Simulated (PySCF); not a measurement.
**Two-component Hartree-Fock for Si¹²⁺ (silicon, charge +12)**

Start: 1s2. Calculated with PySCF 2.14 in an uncontracted even-tempered set (15 s from 8 bohr⁻², ratio 2.4; 8 p from 10 bohr⁻², ratio 2.4; 3 d from 34 bohr⁻², ratio 2.6; 3 f from 51 bohr⁻², ratio 2.6): generalised Hartree-Fock with the X2C-1e Hamiltonian and a Gaussian nucleus; one run each with spin-orbit coupling (SO) switched off, then screened by Boettger's factors, then bare.

```json
{"spinor shell": "1s1/2", "electrons": "2", "ε, spin-free (eV)": "-2438.8", "ε, screened SO (eV)": "-2438.8", "ε, bare SO (eV)": "-2438.8", "weight of nominal j (screened SO)": "1.000", "rms radius, screened SO (bohr)": "0.127"}
```

```tsv
quantity	spin-free	screened SO	bare SO
E (hartree)	-187.82495	-187.82495	-187.82495
M_J	0	0	0
⟨J²⟩	0.000	0.000	0.000
⟨L²⟩	0.000	0.000	0.000
⟨S²⟩	0.000	0.000	0.000
```

Without spin-orbit coupling the j labels of p, d and f shells carry no meaning; the spin-free column gives the mean over the occupied spinors of each nl shell.
